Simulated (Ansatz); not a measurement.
## Ligand exchange: In(CH3)2F + C3H6F2O → In(CH3)2(OH) + C3H5F3

Gas-phase species: In(CH3)2F, singlet; C3H6F2O `CC(O)(F)CF`, singlet; In(CH3)2(OH), singlet; C3H5F3 (1,2,2-trifluoropropane) `CC(F)(F)CF`, singlet. The partners trade F for OH: In–F and C–OH bonds give way to In–OH and C–F.

Shapes, held fixed at every level: PBE0-D4/def2-TZVP. Flexible molecules stand in one conformer, not always the lowest. Programs: Ansatz 0.2.0. Electronic energies: no zero-point or thermal term.

```json
{"level": "HF/def2-SVP", "kind": "Hartree–Fock", "ΔE (kJ/mol)": "+58.7", "less CCSD(T)/def2-TZVPP": "+10.9"}
{"level": "HF/def2-TZVPP", "kind": "Hartree–Fock", "ΔE (kJ/mol)": "+50.7", "less CCSD(T)/def2-TZVPP": "+2.9"}
{"level": "SPW92/def2-TZVPP", "kind": "LDA", "ΔE (kJ/mol)": "+51.9", "less CCSD(T)/def2-TZVPP": "+4.1"}
{"level": "r2SCAN-D4/def2-TZVPP", "kind": "meta-GGA", "ΔE (kJ/mol)": "+52.1", "less CCSD(T)/def2-TZVPP": "+4.3"}
{"level": "B3LYP-D4/def2-TZVPP", "kind": "global hybrid", "ΔE (kJ/mol)": "+52.4", "less CCSD(T)/def2-TZVPP": "+4.6"}
{"level": "wB97M-V/def2-TZVPP", "kind": "range-separated hybrid", "ΔE (kJ/mol)": "+51.3", "less CCSD(T)/def2-TZVPP": "+3.5"}
{"level": "CCSD/def2-SVP", "kind": "coupled cluster or CI", "ΔE (kJ/mol)": "+56.9", "less CCSD(T)/def2-TZVPP": "+9.1"}
{"level": "CCSD(T)/def2-TZVPP", "kind": "coupled cluster or CI", "ΔE (kJ/mol)": "+47.8", "less CCSD(T)/def2-TZVPP": "0.0"}
```

The highest level, CCSD(T)/def2-TZVPP, gives ΔE = +47.8 kJ/mol; the levels span +47.8 to +58.7. The column of differences is taken from that level and isn't an error. No measured value is set beside it here. For atoms past krypton def2 sets carry core potentials with scalar relativity. Outer-core shells of In are correlated, in sets that cover them unevenly. CCSD(T)/def2-TZVPP lies outside the range of the other correlated levels here, so it shouldn't be taken on trust.
